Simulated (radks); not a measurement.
Problem. Isoelectronic series with 14 electrons, each ion in its NIST ground configuration. All-electron calculation, non-relativistic Kohn-Sham, PBE, spin-polarised, spherical densities, point nucleus; open shells are filled with parallel spins first (spin-orbit coupling, left out, can overturn this in heavy ions). Program: a radial shooting solver on a logarithmic mesh with Libxc functionals. Total energies (hartree) and screening constants sigma, defined by e = -(Z - sigma)^2 / (2 n^2) hartree:

ion    configuration  E (hartree)   3p up  3s down   3s up  2p down
Mn11+   [Ne] 3s2 3p2  -1101.23289  10.956   10.381  10.232    8.545
Fe12+   [Ne] 3s2 3p2  -1201.76742  10.926   10.351  10.203    8.536
Co13+   [Ne] 3s2 3p2  -1306.74940  10.900   10.324  10.178    8.527
Ni14+   [Ne] 3s2 3p2  -1416.17841  10.876   10.300  10.154    8.518
Cu15+   [Ne] 3s2 3p2  -1530.05412  10.855   10.278  10.134    8.511
Zn16+   [Ne] 3s2 3p2  -1648.37626  10.836   10.259  10.114    8.504
Ga17+   [Ne] 3s2 3p2  -1771.14458  10.818   10.241  10.097    8.497
Ge18+   [Ne] 3s2 3p2  -1898.35888  10.802   10.224  10.081    8.491
As19+   [Ne] 3s2 3p2  -2030.01901  10.787   10.209  10.066    8.485
Se20+   [Ne] 3s2 3p2  -2166.12482  10.774   10.194  10.053    8.480
Br21+   [Ne] 3s2 3p2  -2306.67618  10.761   10.181  10.040    8.475
Kr22+   [Ne] 3s2 3p2  -2451.67297  10.750   10.169  10.029    8.470
Rb23+   [Ne] 3s2 3p2  -2601.11512  10.739   10.158  10.018    8.466
Sr24+   [Ne] 3s2 3p2  -2755.00253  10.729   10.147  10.008    8.462
Zr26+   [Ne] 3s2 3p2  -3076.11286  10.710   10.128   9.989    8.454
Nb27+   [Ne] 3s2 3p2  -3243.33566  10.702   10.119   9.981    8.451
Mo28+   [Ne] 3s2 3p2  -3415.00348  10.694   10.111   9.973    8.448
Tc29+   [Ne] 3s2 3p2  -3591.11627  10.686   10.103   9.965    8.445
Ru30+   [Ne] 3s2 3p2  -3771.67400  10.679   10.096   9.958    8.442
Pd32+   [Ne] 3s2 3p2  -4146.12410  10.667   10.083   9.945    8.436

Estimate the row of Rh31+ ([Ne] 3s2 3p2).

Solution. E (hartree) -3956.67661; 3p up 10.673; 3s down 10.089; 3s up 9.952; 2p down 8.439.
